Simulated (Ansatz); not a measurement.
`[SiH3]C[AsH2]` + CH₃SH → `CS[AsH2]` + `C[SiH3]` at 298.15 K and 1 bar (ligand exchange at the As–C bond).

Calculated with Ansatz (gas phase, PBE0-D4/def2-TZVP geometries, no zero-point term in ΔE). CCSD(T)/CBS is the MP2 limit (def2-TZVPP, def2-QZVPP) plus CCSD(T) − MP2 in def2-TZVPP, frozen cores. This one scheme is used for every species. For As outer-core shells are correlated without core-valence functions, which leaves a few kJ/mol of doubt a bond. Scalar relativity is left out up to krypton.

```
        species  CCSD(T)/CBS energy (Eh)  H − E (kJ/mol)  S (J/(mol·K))
`[SiH3]C[AsH2]`              -2566.33655           196.2          326.8
          CH₃SH               -438.22835           133.0          253.2
     `CS[AsH2]`              -2673.84263           160.7          325.3
      `C[SiH3]`               -330.73916           173.3          255.5
```

H − E and S are ideal-gas, rigid-rotor, harmonic terms from PBE0-D4/def2-TZVP. 1 Eh = 2625.50 kJ/mol, R = 8.31446 J/(mol·K).

Problem. By hand: ΔE, ΔH, ΔS and ΔG.

Solution. ΔE = (-2673.84263) + (-330.73916) − (-2566.33655) − (-438.22835) = -0.01689 Eh = -44.3 kJ/mol. Δ(H − E) = 160.7 + 173.3 − 196.2 − 133.0 = 4.8, so ΔH = -39.5 kJ/mol. ΔS = 325.3 + 255.5 − 326.8 − 253.2 = 0.8 J/(mol·K). ΔG = -39.5 − 298.15 × (0.8)/1000 = -39.7 kJ/mol.

Problem. By hand: the equilibrium constant, and the temperature at which ΔG would vanish if ΔH and ΔS stayed fixed.

Solution. log₁₀ K = −ΔG/(RT ln 10) = 7.0. ΔH and −TΔS have one sign here, so there is no such temperature.

The number of gas molecules stays the same, so ΔS is small and ΔH decides. A doubt of 5 kJ/mol in ΔE shifts log₁₀ K by 0.9 here. Modes under 60 cm⁻¹, often nearly free rotors, make the harmonic entropy too high. These are equilibria of isolated gas molecules and say nothing of rates. Largest T1 diagnostic: 0.011 (customary marks: 0.02 for closed shells, 0.045 for open ones).

ΔS is within the doubt of such terms, so its sign, and with it that verdict, could turn.
